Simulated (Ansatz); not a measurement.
Consider the formal exchange of groups at a Ge–Si bond: `N[SiH2][GeH3]` + `BC=O` → `O=C[BH][GeH3]` + `N[SiH3]`.

Gas-phase electronic energies from Ansatz, PBE0-D4/def2-TZVP geometries. CCSD(T)/CBS is the MP2 limit (def2-TZVPP, def2-QZVPP) plus CCSD(T) − MP2 in def2-TZVPP, frozen cores. This one scheme is used for every species. DFT in def2-TZVPP. B3LYP here is the variant with VWN-RPA as its local correlation; programs differ in this. HSE06 is defined as in plane-wave codes. For Ge outer-core shells are correlated without core-valence functions, which leaves a few kJ/mol of doubt a bond. Scalar relativity is left out up to krypton. One conformer a species, not always the lowest.

```json
{"level": "LDA (SPW92)", "ΔE (kJ/mol)": "13.1", "difference from CCSD(T)/CBS": "0.7"}
{"level": "PBE-D4", "ΔE (kJ/mol)": "14.7", "difference from CCSD(T)/CBS": "2.3"}
{"level": "revPBE-D4", "ΔE (kJ/mol)": "13.8", "difference from CCSD(T)/CBS": "1.4"}
{"level": "BLYP-D4", "ΔE (kJ/mol)": "13.4", "difference from CCSD(T)/CBS": "1.0"}
{"level": "r2SCAN-D4", "ΔE (kJ/mol)": "12.8", "difference from CCSD(T)/CBS": "0.4"}
{"level": "B97M-V", "ΔE (kJ/mol)": "10.2", "difference from CCSD(T)/CBS": "-2.2"}
{"level": "PBE0-D4", "ΔE (kJ/mol)": "15.9", "difference from CCSD(T)/CBS": "3.5"}
{"level": "B3LYP-D4", "ΔE (kJ/mol)": "14.6", "difference from CCSD(T)/CBS": "2.2"}
{"level": "r2SCAN0-D4", "ΔE (kJ/mol)": "14.6", "difference from CCSD(T)/CBS": "2.2"}
{"level": "HSE06-D4", "ΔE (kJ/mol)": "15.9", "difference from CCSD(T)/CBS": "3.5"}
{"level": "BHLYP-D4", "ΔE (kJ/mol)": "15.6", "difference from CCSD(T)/CBS": "3.2"}
{"level": "CAM-B3LYP-D4", "ΔE (kJ/mol)": "14.1", "difference from CCSD(T)/CBS": "1.7"}
{"level": "ωB97X-V", "ΔE (kJ/mol)": "14.4", "difference from CCSD(T)/CBS": "2.0"}
{"level": "ωB97M-V", "ΔE (kJ/mol)": "14.8", "difference from CCSD(T)/CBS": "2.4"}
{"level": "PBE-QIDH", "ΔE (kJ/mol)": "14.1", "difference from CCSD(T)/CBS": "1.7"}
{"level": "PBE", "ΔE (kJ/mol)": "13.9", "difference from CCSD(T)/CBS": "1.5"}
{"level": "revPBE", "ΔE (kJ/mol)": "13.6", "difference from CCSD(T)/CBS": "1.2"}
{"level": "BLYP", "ΔE (kJ/mol)": "12.1", "difference from CCSD(T)/CBS": "-0.3"}
{"level": "r2SCAN", "ΔE (kJ/mol)": "12.6", "difference from CCSD(T)/CBS": "0.2"}
{"level": "PBE0", "ΔE (kJ/mol)": "15.1", "difference from CCSD(T)/CBS": "2.7"}
{"level": "B3LYP", "ΔE (kJ/mol)": "13.3", "difference from CCSD(T)/CBS": "0.9"}
{"level": "r2SCANh", "ΔE (kJ/mol)": "13.4", "difference from CCSD(T)/CBS": "1.0"}
{"level": "HSE06", "ΔE (kJ/mol)": "15.1", "difference from CCSD(T)/CBS": "2.7"}
{"level": "BHLYP", "ΔE (kJ/mol)": "13.6", "difference from CCSD(T)/CBS": "1.2"}
{"level": "CAM-B3LYP", "ΔE (kJ/mol)": "13.2", "difference from CCSD(T)/CBS": "0.8"}
{"level": "RPA@PBE/def2-TZVPP", "ΔE (kJ/mol)": "9.7", "difference from CCSD(T)/CBS": "-2.7"}
{"level": "HF/def2-SVP", "ΔE (kJ/mol)": "11.1", "difference from CCSD(T)/CBS": "-1.3"}
{"level": "MP2/def2-SVP", "ΔE (kJ/mol)": "10.9", "difference from CCSD(T)/CBS": "-1.5"}
{"level": "CCSD/def2-SVP", "ΔE (kJ/mol)": "10.1", "difference from CCSD(T)/CBS": "-2.3"}
{"level": "CCSD(T)/def2-SVP", "ΔE (kJ/mol)": "9.3", "difference from CCSD(T)/CBS": "-3.1"}
{"level": "HF/def2-TZVPP", "ΔE (kJ/mol)": "12.2", "difference from CCSD(T)/CBS": "-0.2"}
{"level": "MP2/def2-TZVPP", "ΔE (kJ/mol)": "12.5", "difference from CCSD(T)/CBS": "0.1"}
{"level": "SCS-MP2/def2-TZVPP", "ΔE (kJ/mol)": "11.7", "difference from CCSD(T)/CBS": "-0.7"}
{"level": "CCSD(T)/def2-TZVPP", "ΔE (kJ/mol)": "11.5", "difference from CCSD(T)/CBS": "-0.9"}
{"level": "HF/def2-QZVPP", "ΔE (kJ/mol)": "12.5", "difference from CCSD(T)/CBS": "0.1"}
{"level": "MP2/def2-QZVPP", "ΔE (kJ/mol)": "13.1", "difference from CCSD(T)/CBS": "0.7"}
{"level": "SCS-MP2/def2-QZVPP", "ΔE (kJ/mol)": "12.3", "difference from CCSD(T)/CBS": "-0.1"}
{"level": "HF/CBS(def2)", "ΔE (kJ/mol)": "12.5", "difference from CCSD(T)/CBS": "0.1"}
{"level": "MP2/CBS(def2)", "ΔE (kJ/mol)": "13.4", "difference from CCSD(T)/CBS": "1.0"}
{"level": "CCSD/CBS(def2)", "ΔE (kJ/mol)": "12.9", "difference from CCSD(T)/CBS": "0.5"}
{"level": "CCSD(T)/CBS", "ΔE (kJ/mol)": "12.4", "difference from CCSD(T)/CBS": "0"}
```

Largest T1 diagnostic among the species: 0.021, so the coupled-cluster value is less sure than usual.

At CCSD(T), def2-SVP lies −3.1 kJ/mol from the extrapolated value and def2-TZVPP −0.9 kJ/mol. Leaving LDA and LC-ωPBE aside and taking each functional with its dispersion term where it has one, the values spread over 5.7 kJ/mol, from B97M-V to PBE0-D4.
